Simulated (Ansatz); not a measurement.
System: InF3 (charge 0, singlet). SMILES: [In]([F])([F])[F]
Coordinates optimised at B3LYP-D3(BJ)/def2-TZVP (Ansatz, an electronic-structure program):
```
In
F 1 1.9318
F 1 1.9318 2 120.00
F 1 1.9318 2 120.00 3 -180.00
```
Charge 0, spin multiplicity 1.

Question: Give the harmonic wavenumbers at B3LYP-D3(BJ)/def2-TZVP (Ansatz, finite differences of forces, unscaled).

Answer: 121, 121, 140, 587, 621, 621 cm⁻¹. Zero-point energy 3.2 kcal/mol.

Question: From these and the geometry, give the ideal-gas thermochemistry at 298.15 K and 1 atm (rigid rotor, harmonic oscillator).

Answer: Point group D3h, rotational symmetry number 6. Rotational constants 4.752, 4.752, 2.376 GHz. S(trans) 41.33, S(rot) 22.64, S(vib) 10.29, S(elec, spin only) 0.00, S 74.3 cal/(mol K). H(298) - H(0) 3.95 kcal/mol; G - E(el) -15.0 kcal/mol.
